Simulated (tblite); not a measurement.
Species: (GeH3)3P, Ge3H9P.
SMILES with atom numbers: `[GeH3:1][P:2]([GeH3:3])[GeH3:4]` (hydrogens: H5, H6, H7 on Ge1; H8, H9, H10 on Ge3; H11, H12, H13 on Ge4)

Computed with GFN2-xTB (tblite): harmonic, unscaled wavenumbers at the GFN2-xTB geometry, gas phase. This tight-binding method is rough: wavenumbers can miss measured ones by several per cent, in bad cases by 10 to 20. Modes of hydrogen on germanium can be 10 to 20 % off.

Harmonic wavenumbers (cm⁻¹): 67.3, 67.7, 90.7, 92.2, 96.2, 103.6, 315.2, 357.4, 357.6, 429.1, 430.7, 430.8, 483.4, 483.6, 483.7, 745.6, 745.8, 779.3, 840.2, 840.4, 847.0, 852.7, 855.6, 855.7, 1887.4, 1888.0, 1888.9, 1975.7, 1976.4, 1995.2, 2000.9, 2016.2, 2017.8.

A = 991.6, B = 990.9, C = 545.9 MHz; mass 261.808 u (most abundant isotopes); point group C3v, symmetry number 3.

**Question.** What is the zero-point energy?

**Answer.** ½Σν̃ = 14649 cm⁻¹ = 41.88 kcal/mol.

**Question.** Give the ideal-gas entropy at 298.15 K and 1 bar in the rigid-rotor, harmonic-oscillator model (classical rotation).

**Answer.** Translation 42.61, rotation 28.59, vibration 32.68: S = 103.9 cal/(mol K).

**Question.** And Cp and H(298.15 K) − H(0)?

**Answer.** Cp = 38.28 cal/(mol K), of which vibrations give 30.33 (their classical limit is 33 R = 65.6); H(298.15 K) − H(0) = 7.33 kcal/mol without the zero-point energy, 4.96 from vibrations.

**Question.** How do the functions run with temperature in this model?

**Answer.** 
| T (K) | S (cal/(mol K)) | Cp (cal/(mol K)) | H − H(0) (kcal/mol) | G − H(0) (kcal/mol) | ln q(vib) |
| --- | --- | --- | --- | --- | --- |
| 50 | 60.9 | 15.3 | 0.54 | -2.51 | 0.58 |
| 100 | 73.2 | 20.3 | 1.43 | -5.88 | 2.15 |
| 373.15 | 113.0 | 43.0 | 10.39 | -31.78 | 10.13 |
| 500 | 126.5 | 49.2 | 16.25 | -46.99 | 13.40 |
| 750 | 148.2 | 57.6 | 29.68 | -81.44 | 19.12 |
| 1000 | 165.5 | 62.7 | 44.77 | -120.71 | 24.07 |

q(vib) and H(0) count from the zero-point level.

**Question.** Which modes carry the vibrational entropy at 298.15 K?

**Answer.** 67.3 cm⁻¹: 4.23; 67.7 cm⁻¹: 4.22; 90.7 cm⁻¹: 3.64; 92.2 cm⁻¹: 3.61; 96.2 cm⁻¹: 3.53; 103.6 cm⁻¹: 3.39 cal/(mol K); the other 27 give 10.06 together.

**Question.** What must be added to the electronic energy to get the Gibbs energy at 298.15 K and 1 bar?

**Answer.** ZPE + [H(298.15 K) − H(0)] − T·S = 41.88 + 7.33 − 30.97 = 18.24 kcal/mol.

Hindered rotation and anharmonicity are outside this model.
